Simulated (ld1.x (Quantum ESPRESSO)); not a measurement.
# Reading a pseudo-wave (caesium)

Columns: radius, all-electron u(r) and pseudo u(r) of the 6p shell (level -2.21 eV) of caesium in the configuration [Xe] 5d0 6s0.5 6p0; LDA (PZ), scalar-relativistic, TM semilocal scheme, ld1.x (Quantum ESPRESSO) 7.5.

| r (bohr) | all-electron | pseudo |
| --- | --- | --- |
| 0.208 | -0.0704 | 0.0099 |
| 0.415 | 0.0556 | 0.0364 |
| 0.622 | 0.1025 | 0.0719 |
| 0.830 | 0.0224 | 0.1064 |
| 1.038 | -0.0792 | 0.1309 |
| 1.245 | -0.1515 | 0.1413 |
| 1.453 | -0.1853 | 0.1389 |
| 1.660 | -0.1858 | 0.1288 |
| 1.868 | -0.1619 | 0.1164 |
| 2.075 | -0.1223 | 0.1063 |
| 2.282 | -0.0735 | 0.1010 |
| 2.490 | -0.0200 | 0.1021 |
| 2.698 | 0.0345 | 0.1107 |
| 2.905 | 0.0875 | 0.1279 |
| 3.113 | 0.1380 | 0.1546 |
| 3.320 | 0.1847 | 0.1890 |
| 3.528 | 0.2274 | 0.2278 |
| 3.735 | 0.2655 | 0.2655 |
| 3.943 | 0.2993 | 0.2993 |
| 4.150 | 0.3287 | 0.3287 |
| 4.358 | 0.3541 | 0.3541 |
| 4.565 | 0.3753 | 0.3753 |
| 4.773 | 0.3929 | 0.3929 |
| 4.980 | 0.4069 | 0.4069 |
| 5.188 | 0.4176 | 0.4176 |
| 5.395 | 0.4252 | 0.4252 |

**Question.** How many radial nodes do the two functions have?

**Answer.** The all-electron 6p function has n − l − 1 = 4 (the table is too coarse to show those close to the nucleus); the pseudo-wave has 0, since the states of the same l below it are removed with the core.

**Question.** At about which radius was the pseudo-wave matched?

**Answer.** 3.80 bohr. The columns agree to 0.0005 from 3.53 bohr on; several derivatives are matched, so the curves merge somewhat inside the radius.

**Question.** Is the pseudo-wave norm-conserving?

**Answer.** Yes: the TM semilocal scheme keeps the norm inside the radius equal to the all-electron one, which fixes the energy derivative of the logarithmic derivative at the level.
